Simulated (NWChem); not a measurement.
## Correlation energy of ClGe

```
Ge
Cl 1 2.2045
```
Charge 0, spin multiplicity 2.

All runs are NWChem calculations. The geometry was optimised at UB3LYP/def2-SVP, a minimum by its harmonic frequencies.

Basis set: 6-311G**. Each correlation energy counts from its own Hartree-Fock reference.

```json
[
 {"method": "UMP2", "correlation energy (mHa)": "-341.2"},
 {"method": "SCS-UMP2", "correlation energy (mHa)": "-320.2"},
 {"method": "CCSD on UHF", "correlation energy (mHa)": "-354.5"},
 {"method": "CCSD[T] on UHF", "correlation energy (mHa)": "-366.5"},
 {"method": "CCSD(T) on UHF", "correlation energy (mHa)": "-365.5"},
 {"method": "CCSD on ROHF", "correlation energy (mHa)": "-358.3"},
 {"method": "CCSD[T] on ROHF", "correlation energy (mHa)": "-370.5"},
 {"method": "CCSD(T) on ROHF", "correlation energy (mHa)": "-369.4"}
]
```

The values span 50.3 mHa, from CCSD[T] on ROHF (lowest) to SCS-UMP2 (highest). 

The Hamiltonian is non-relativistic. The correlated methods keep 14 core orbitals frozen. The Pople sets run with spherical d functions. This spin state was chosen for the runs; another may lie lower. The structure started from a generated list of species. The unpaired electrons of the parent sit in orbitals of symmetry b2 (C2v labels of the run); other states weren't searched. No SCF solution was tested for a lower state. Open-shell Hartree-Fock references start from PBE0 orbitals. No row is a measurement; the coupled-cluster row has its own basis-set and correlation limits.
